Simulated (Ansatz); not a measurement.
C2H4OSi (`O=C1C[SiH2]1`). Total charge 0; spin multiplicity 1.

```xyz
8

O     2.000   -0.923    0.565
C     0.927   -0.511    0.252
C    -0.046    0.520    0.744
Si   -0.514   -0.239   -0.929
H     0.328    1.530    0.904
H    -0.660    0.168    1.576
H    -1.717   -1.102   -0.951
H    -0.317    0.558   -2.161
```

Task: List the harmonic frequencies (cm⁻¹, unscaled) at PBE0-D4/def2-TZVP in Ansatz. (Best estimate.)

Result: Computed: 82, 375, 399, 430, 549, 626, 687, 737, 887, 947, 969, 987, 1346, 1878, 2237, 2265, 3086, 3171.

Task: Is this a minimum?

Result: Yes, all 18 modes are real.

Task: Give the ideal-gas thermochemistry at 298.15 K and 1 bar (rigid rotor, harmonic oscillator; point group C1, symmetry number 1).

Result: Zero-point energy 129.5 kJ/mol; H(298) − E = 145.9 kJ/mol; entropy 302.3 J/(mol·K), of which translation 162.2, rotation 103.4, vibration 36.7; G(298) − E = 55.7 kJ/mol. Modes under 100 cm⁻¹ are hindered rotations or soft bends, so the harmonic entropy is rough.

Task: Rotational constants (cm⁻¹)?

Result: 0.4686, 0.1532, 0.1235.
